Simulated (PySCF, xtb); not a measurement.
2-chloro-3-fluorobuta-1,3-diene (C4H4ClF), SMILES C=C(F)C(=C)Cl.

GFN2-xTB in xtb at its own geometry gives an orbital gap of 3.58 eV and a dipole moment of 0.40 D.

Geometry optimised at r2SCAN-D4/def2-SVP. One conformer was computed; it need not be the lowest.

Q: What does M06-2X/def2-TZVP (PySCF) give? (Estimate from the structure and the level; the computed values follow.)

A: gap 7.75 eV (levels -8.40 and -0.64 eV), dipole 0.12 D.
